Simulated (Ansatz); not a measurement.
Start from `O=C(O)[CH2][GaH2]` and change one atom or group to get `O=C(O)O`.

Ansatz, PBE0-D4/def2-TZVP geometries, multiplicity 1. Each molecule was computed in one conformer, which needn't be the lowest. `O=C(O)[CH2][GaH2]` holds a close contact that its SMILES doesn't draw: Ga···O 2.50 Å.

Scalar relativity is left out up to krypton.

```
                                          property  `O=C(O)[CH2][GaH2]`
  size of the dipole moment (B3LYP/def2-TZVPP) / D                 1.44
             HOMO energy (ωB97M-V/def2-TZVPP) / eV               -10.16
               HOMO–LUMO gap (PBE/def2-TZVPP) / eV                 4.53
    size of the dipole moment (PBE/def2-TZVPP) / D                 1.32
size of the dipole moment (ωB97M-V/def2-TZVPP) / D                 1.46
                 LUMO energy (PBE/def2-TZVPP) / eV                -1.95
```

Problem. Give the same properties after the change, and the shifts. (Estimate.)

Solution. Ansatz gave: 
```tsv
property	`O=C(O)O`	shift
size of the dipole moment (B3LYP/def2-TZVPP) / D	0.29	-1.15
HOMO energy (ωB97M-V/def2-TZVPP) / eV	-11.19	-1.03
HOMO–LUMO gap (PBE/def2-TZVPP) / eV	6.65	2.12
size of the dipole moment (PBE/def2-TZVPP) / D	0.31	-1.01
size of the dipole moment (ωB97M-V/def2-TZVPP) / D	0.29	-1.17
LUMO energy (PBE/def2-TZVPP) / eV	-0.28	1.67
```

With PBE0 the HOMO falls by 0.82 eV and the LUMO rises by 1.76 eV, so the gap widens by about 2.58 eV. PBE moves the HOMO by -0.46 eV and ωB97M-V by -1.03 eV. The zero-point energy changes by -65.5 kJ/mol with -12 modes. Dipoles are sizes alone; their direction can turn.

Positive LUMOs are unbound, so they and the gaps depend on the basis.

B3LYP here is the variant with VWN-RPA as its local correlation; programs differ in this.
